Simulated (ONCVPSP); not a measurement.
u(r) = r·R(r): atom against pseudo-atom (boron (B))

Columns: radius, all-electron u(r) and pseudo u(r) of the 2p shell (level -3.61 eV) of boron in the configuration [He] 2s2 2p1; PBE, scalar-relativistic, ONCV scheme, ONCVPSP 4.0.1.

| r (bohr) | all-electron | pseudo |
| --- | --- | --- |
| 0.170 | 0.0670 | 0.0209 |
| 0.340 | 0.1886 | 0.0806 |
| 0.510 | 0.3095 | 0.1706 |
| 0.680 | 0.4118 | 0.2787 |
| 0.850 | 0.4920 | 0.3910 |
| 1.020 | 0.5526 | 0.4946 |
| 1.190 | 0.5938 | 0.5791 |
| 1.360 | 0.6175 | 0.6385 |
| 1.530 | 0.6268 | 0.6710 |
| 1.700 | 0.6247 | 0.6788 |
| 1.870 | 0.6137 | 0.6667 |
| 2.040 | 0.5962 | 0.6407 |
| 2.210 | 0.5741 | 0.6068 |
| 2.380 | 0.5489 | 0.5699 |
| 2.550 | 0.5217 | 0.5334 |
| 2.720 | 0.4936 | 0.4989 |
| 2.890 | 0.4652 | 0.4671 |
| 3.060 | 0.4371 | 0.4375 |
| 3.230 | 0.4096 | 0.4096 |
| 3.400 | 0.3830 | 0.3830 |
| 3.570 | 0.3575 | 0.3575 |
| 3.740 | 0.3332 | 0.3332 |
| 3.910 | 0.3102 | 0.3102 |
| 4.080 | 0.2884 | 0.2884 |
| 4.250 | 0.2679 | 0.2679 |
| 4.420 | 0.2486 | 0.2486 |

**Question.** How many radial nodes do the two functions have?

**Answer.** The all-electron 2p function has n − l − 1 = 0; the pseudo-wave has 0.

**Question.** At about which radius was the pseudo-wave matched?

**Answer.** 3.40 bohr. The columns agree to 0.0005 from 3.06 bohr on; several derivatives are matched, so the curves merge somewhat inside the radius.

**Question.** Where does each function peak?

**Answer.** Outermost all-electron maximum near 1.53 bohr, pseudo maximum near 1.70 bohr (to the table’s step).

**Question.** Is the pseudo-wave norm-conserving?

**Answer.** Yes: the ONCV scheme keeps the norm inside the radius equal to the all-electron one, which fixes the energy derivative of the logarithmic derivative at the level.
